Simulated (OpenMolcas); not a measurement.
Ru4+ (d4) in a complex was computed by CASSCF with the d shell active (OpenMolcas, ANO-RCC-VTZP on the metal). Its lowest spin-free states, and all those of the highest spin:

| 2S+1 | Degeneracy | E (cm-1) |
| --- | --- | --- |
| 5 | 3 | 0.0 |
| 1 | 1 | 2443 |
| 3 | 3 | 5172 |
| 3 | 3 | 7362 |
| 1 | 3 | 10303 |
| 5 | 2 | 12830 |
| 3 | 2 | 13357 |
| 3 | 3 | 13823 |
| 3 | 3 | 14112 |
| 1 | 3 | 15660 |
| 3 | 3 | 16587 |
| 3 | 3 | 18874 |

**Question.** Is the site octahedral, tetrahedral or cube-like, axial, or of lower symmetry?

**Answer.** The states with 2S+1 = 5 have orbital degeneracies 3, 2. Threefold states need a cubic site. For d4 at this spin an octahedron puts the twofold E below the threefold T2 and a tetrahedron or cube puts the threefold T2 below the twofold E, so the site is a tetrahedron or a cube, which this pattern cannot tell apart. The first gap at this spin, 12800 cm-1, is |10Dq| in ligand-field theory. The run had Ru4+ with 4 ligands (chloride) in tetrahedral coordination (Td) at 2.31 Å. Ligand basis ANO-RCC-VDZP.

An orbital triplet at a regular site is open to Jahn-Teller coupling, which can distort the site and quench the lowest spin-orbit gaps and is left out. Without dynamic correlation the repulsion within the d shell is too large (B by tens of per cent), so at a given field states of lower spin stand too high. This shell can be high or low spin here, a state of another spin lies low, and with metal d orbitals alone active their balance is uncertain, so the ground spin may be wrong. The least metal-like active orbital is 67 % on the metal (Löwdin) and no ligand orbital is active, so the numbers are rough, and ground spin, moment and any spin crossover can be artefacts of this space; highly charged d ions in such sites are as a rule low spin. With metal d orbitals alone the field can be off either way by tens of per cent. Ligand-to-metal charge-transfer states are missing. With no ligand orbital active B as a rule stays too high, so bands that hang on it stand too high and its fall with covalency is understated. The distance lies 3 % over the 2.25 Å that this model takes as the normal distance (a Shannon-type radius plus a fixed donor radius); by an R⁻⁵ law this alone changes a d-shell field by about -12 %. No measured value stands beside these numbers; the geometry is a model, was not optimised and need not be the one that this ion takes.
